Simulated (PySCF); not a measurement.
# A bond scan of BH3N cation

These are calculations, not measurements. The program is PySCF 2.14.0, an open-source quantum chemistry code, run on an isolated molecule that a program drew, which may never have been made. The molecule is BH3N cation (charge +1, singlet), drawn as the SMILES string `[BH+]N`.

The structure below is the HF double-zeta minimum with every atom moved a little at random, so it isn't optimised. Bond N2-H5 is then set to each length in the table by shifting atom 5 along it, with nothing else relaxed.
```xyz
5
BH3N cation, angstrom
B    -0.2455   -1.0129    0.7928
N     0.1421   -2.1244    1.3643
H    -0.5928   -0.0178    0.2795
H     1.0878   -2.4817    1.2887
H    -0.4676   -2.7061    1.9216
```

E is the energy above the same method's energy at the HF double-zeta minimum. IE is the energy to remove one electron at fixed geometry, to the doublet state of charge +2, as a difference of total energies. The basis family is cc-pVnZ, with UHF for radicals and no spin-orbit coupling. Best is HF at quadruple zeta, plus MP2 correlation extrapolated from triple and quadruple zeta, plus CCSD(T) minus MP2 at triple zeta, with a frozen core. The other columns are at triple zeta.

| bond (Å) | E wB97X (kcal/mol) | E HF (kcal/mol) | E CCSD(T) (kcal/mol) | E best (kcal/mol) | IE wB97X (eV) | IE HF (eV) | IE CCSD(T) (eV) | IE best (eV) | T1 |
|---|---|---|---|---|---|---|---|---|---|
| 0.9673 | 1.41 | 0.83 | 1.50 | 1.41 | 20.069 | 18.376 | 20.072 | 20.202 | 0.012 |
| 1.0103 | 0.01 | 0.00 | 0.05 | 0.03 | 19.998 | 18.303 | 20.003 | 20.133 | 0.013 |
| 1.1243 | 4.62 | 6.18 | 4.43 | 4.51 | 19.802 | 18.102 | 19.815 | 19.945 | 0.013 |
| 1.2673 | 19.48 | 23.07 | 18.85 | 18.94 | 19.541 | 17.829 | 19.571 | 19.700 | 0.013 |
| 1.5663 | ? | ? | ? | ? | ? | ? | ? | ? | ? |
| 1.5903 | 61.25 | 69.31 | 59.01 | 58.96 | 18.901 | 17.127 | 19.003 | 19.133 | 0.015 |

T1 is the CCSD diagnostic of the starting molecule.

**Estimate the best E and IE at 1.5663 Å from the other rows.**

A least-squares cubic in the inverse of the bond length through the other values of E best gives 56.04 kcal/mol there. A least-squares quadratic in the bond length through IE best gives 19.176 eV. The calculation gives 56.09 kcal/mol and 19.175 eV, so the fits miss by 0.05 kcal/mol and 0.001 eV. The same recipe one zeta lower moves these two values by 0.23 kcal/mol and 0.01 eV, a gauge of their own error. The rest of the row: E is 58.23 (wB97X), 65.98 (HF), 56.14 (CCSD(T)); IE is 18.950 (wB97X), 17.182 (HF), 19.045 (CCSD(T)); T1 is 0.015.
